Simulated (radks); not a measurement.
Dynamic dipole polarisability and lines of the tungsten ion W6+, [Xe] 4f14. Method: scalar-relativistic Kohn-Sham, LDA (Slater exchange, VWN5 correlation), spin-polarised, spherical densities, finite nucleus; Fermi nuclear charge, rms radius of each element as measured or else 0.836 A^(1/3) + 0.57 fm; computed with a radial shooting solver on a logarithmic mesh with Libxc functionals. Time-dependent linear response with the Hartree and adiabatic LDA kernel, continuum included through the Sternheimer equations, no spin-orbit coupling, so fine structure and intercombination lines are absent. Lines are the poles of the dipole polarisability below minus the highest occupied eigenvalue, found on a grid refined at the orbital gaps; the lowest seven at most are given, and weak or close lines can be missed. The first line takes the name of the lowest orbital gap if no other gap lies below it; otherwise a line is named after a gap within 0.6 % of it, if that gap stands alone.

photon energy (eV)  alpha (bohr^3)
0                            2.040
5.398                        2.057
12.596                       2.136
19.794                       2.299
26.992                       2.595
34.190                       3.168
41.387                       3.850
48.585                       8.126
55.783                      -8.062
62.981                      -4.596
70.179                      -1.811
77.377                      -1.211
84.574                       2.947
91.772                     -0.5695
98.970                       1.471
106.17                      0.4583

Lines (eV, oscillator strength): 39.959 (31.03 nm, 4f-5d), f = 0.0564; 54.071 (22.93 nm, unassigned), f = 4.71; 56.958 (21.77 nm, unassigned), f = 1.78; 75.820 (16.35 nm, unassigned), f = 0.123; 83.087 (14.92 nm, unassigned), f = 0.128; 84.760 (14.63 nm, 5p-7s), f = 0.159; 89.012 (13.93 nm, unassigned), f = 0.218. Higher lines, where found, are left out when the end of the mesh affects them. Those listed give 83 % of the static polarisability (sum of f/w^2). Orbital energy gaps for comparison: 4f-5d 38.246 eV; 5p-5d 45.069 eV; 5p-6s 56.558 eV; 4f-6d 75.225 eV; 5p-6d 82.048 eV.
